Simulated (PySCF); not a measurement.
Fill in the blanks.

Species: C6H10OS.
Numbering: `[CH3:1][O:2][CH2:3][S:4][C@:5]12[CH2:6][C@H:7]1[CH2:8]2` (hydrogens: H9, H10, H11 on C1; H12, H13 on C3; H14, H15 on C6; H16 on C7; H17, H18 on C8)

Conformer (atom-mapped SMILES and torsion angles): `[CH3:1][O:2][CH2:3][S:4][C@:5]12[CH2:6][C@H:7]1[CH2:8]2`: C1–O2–C3–S4 -70°, O2–C3–S4–C5 -62°, C3–S4–C5–C6 82°.

```tsv
property	level	value
point group of the GFN2-xTB geometry	GFN2-xTB	C1
rotational constants A, B, C of the GFN2-xTB geometry	GFN2-xTB	?
dipole moment	wB97X-D/def2-SVPD	1.25 D
HOMO energy	wB97X-D/def2-SVPD	-8.45 eV
LUMO energy	wB97X-D/def2-SVPD	?
lowest singlet excitation	TDDFT wB97X-D/def2-SVPD	5.74 eV (216 nm, f = 0.001)
strongest line among the 8 lowest singlet transitions	TDDFT wB97X-D/def2-SVPD	?
lowest triplet excitation (Tamm–Dancoff)	TDA wB97X-D/def2-SVPD	5.35 eV
static isotropic polarisability	wB97X-D/def2-SVPD	91.9 au
electronic spatial extent ⟨r²⟩ about the centre of nuclear charge	wB97X-D/def2-SVPD	1188 bohr²
```

The electronic properties come from PySCF, for the isolated species, density fitting.

Q: Give the rotational constants A, B, C of the GFN2-xTB geometry.

A: 2.960, 1.265, 1.100 GHz.

Q: What is the strongest line among the 8 lowest singlet transitions?

A: S3 at 6.83 eV (181 nm, f = 0.142).

Q: Give the LUMO energy.

A: 2.04 eV.

The largest Löwdin shares of the HOMO are 0.62 on S4, 0.09 on C5, 0.07 on C3 and 0.06 on C6. No computed singlet falls in the visible range (750 to 380 nm, 1.65 to 3.26 eV); S1 lies 2.48 eV above its blue end. The 8 singlets span 5.74 to 7.59 eV, and their oscillator strengths add up to 0.29. The polarisability is 13.62 Å³ as a volume (1 au = 0.148185 Å³), or 1.31 au for each of the 70 electrons.

For the TDDFT job (wB97X-D/def2-SVPD), the run took 62 s wall on one thread, x86-64 server, no GPU, shared host.

One conformer stands for the species.
